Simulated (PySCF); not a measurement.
## Input and output

ErH3(H2O) (singlet in the valence; each metal's 4f electrons, 11 of them, lie in its core potential, out of spins and levels). PySCF 2.14.0, RKS PBE0, Er lcecp-1-SVP with ECP57, H def2-SVP, O def2-SVP; non-relativistic Hamiltonian with scalar-relativistic core potentials where named; density fitting; no spin-orbit coupling. The geometry is an unrelaxed template.

```python
mol = gto.M(atom='''
Er     0.00000     0.00000     0.00000
H      1.24850     1.24850     1.24850
H     -1.24850    -1.24850     1.24850
H      1.24850    -1.24850    -1.24850
O     -1.39860     1.39860    -1.39860
H     -1.73930     2.28370    -1.19480
H     -1.73930     1.19480    -2.28370''',
    basis={'Er': 'lcecp-1-SVP', 'H': 'def2-SVP', 'O': 'def2-SVP'},
    ecp={'Er': 'lcecp-1-SVP'},
    charge=0, spin=0)
mf = dft.RKS(mol, xc='PBE0')
mf.grids.atom_grid = (50, 194)  # f atoms: unpruned, at least (60, 302)
mf = mf.density_fit()  # fitting sets: Er AutoAux, H def2-universal-JKFIT, O def2-universal-JKFIT
mf.conv_tol = 1e-08; mf.max_cycle = 55
mf.kernel(dm0)  # dm0: free metal ions and neutral atoms
```

Run from Python with OMP_NUM_THREADS=2; the lines above give its settings. Where DIIS fails, smearing, a level shift and second-order steps follow.
It took 2.4 s on 2 threads of Arm Neoverse V2, on a shared host, peak memory 0.45 GiB.

Question: Where do the frontier levels lie, over both spins?

Answer: HOMO -6.24 eV, LUMO -1.23 eV. The 4f levels lie in the core potential and are missing.

Question: What are the Mulliken charges and spins?

Answer: 
| atom | charge (e) | spin (e) |
| --- | --- | --- |
| Er1 | 0.577 | 0.000 |
| H2 | -0.249 | 0.000 |
| H3 | -0.252 | 0.000 |
| H4 | -0.249 | 0.000 |
| O5 | -0.300 | 0.000 |
| H6 | 0.237 | 0.000 |
| H7 | 0.237 | 0.000 |
The spin of the 4f electrons in the core isn't counted.

An lcecp potential fixes the number of 4f electrons, so in runs with it no electron can move into or out of that shell.
